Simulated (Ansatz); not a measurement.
What each rung costs, and what it gives

Saddle point of Si$_{2}$N$_{2}$H$_{10}$, singlet (Si₂NH₇ ([NH2][SiH2][SiH3]) + NH₃ → SiN₂H₆ ([NH2][SiH2][NH2]) + SiH₄; bonds formed: Si1–N7, Si2–H6; bonds broken: Si1–Si2, H6–N7), PBE0-D4/def2-TZVP structure:

```xyz
14
angstrom
Si -0.1028 -1.1294 -0.4629
Si 0.3014 1.2076 1.5452
H -0.1675 -2.1955 -1.5133
H 0.6092 -1.7259 0.6834
N -1.6785 -0.5168 -0.4671
H 1.1401 0.6995 -0.4899
N 1.1111 0.0058 -1.3247
H 1.1416 0.7715 2.7181
H -1.0994 1.0288 2.0955
H 0.4254 2.7107 1.5899
H -1.9870 0.1351 0.2367
H -2.4197 -1.0393 -0.9069
H 0.7122 0.4514 -2.1472
H 2.0139 -0.4034 -1.5566
```

Barriers are electronic and count from the start structure reached by relaxing down the imaginary mode.

Ansatz 0.2.0; basis: as named in each row; cores frozen in the correlated methods. B3LYP uses VWN-RPA correlation. Extrapolation: Hartree–Fock as exp(−7.88 √X), correlation as X^−2.97.

Times are rough, for one single point on 8 threads of a shared host (Arm Neoverse V1).

The estimate by CCSD(T) at an estimated basis limit (MP2 extrapolated from triple and quadruple zeta, plus CCSD(T) − MP2 in triple zeta) is 35.18 kcal/mol.

```csv
method,basis,time (s),barrier (kcal/mol),method less estimate
HF,STO-3G,under 1,85.54,50.35
PBE-D4,STO-3G,under 1,50.11,14.93
SPW92,def2-SVP,under 1,20.94,-14.25
B3LYP-D4,6-31G,under 1,28.65,-6.54
PBE-D4,def2-SVP,under 1,27.95,-7.23
PBE0-D4,def2-SVP,under 1,31.05,-4.13
SPW92,def2-TZVPP,1,22.45,-12.74
PBE-D4,def2-TZVPP,2,28.62,-6.56
BLYP-D4,def2-TZVPP,2,31.08,-4.10
B3LYP-D4,def2-TZVPP,2,33.12,-2.07
BHLYP-D4,def2-TZVPP,2,36.29,1.11
PBE0-D4,def2-TZVPP,2,31.15,-4.03
CAM-B3LYP-D4,def2-TZVPP,2,34.42,-0.76
wB97M-V,def2-SVP,3,32.24,-2.94
r2SCAN-D4,def2-TZVPP,3,31.52,-3.67
CCSD(T),def2-SVP,4,37.81,2.62
r2SCAN0-D4,def2-TZVPP,4,32.83,-2.35
RPA on PBE,def2-TZVPP,4,35.86,0.68
B2PLYP,def2-TZVPP,4,35.00,-0.18
PBE-QIDH,def2-TZVPP,5,33.87,-1.32
wB97X-V,def2-TZVPP,6,36.03,0.85
wB97M-V,def2-TZVPP,6,33.29,-1.89
B97M-V,def2-TZVPP,7,33.68,-1.50
MP2,def2-QZVPP,20,34.86,-0.33
CCSD(T),def2-TZVPP,130,35.14,-0.04
```

All methods are single points on the PBE0-D4 structures.

T1 diagnostic: at most 0.012.

Labels in which every atom is bracketed show which atoms are joined, not bond orders.
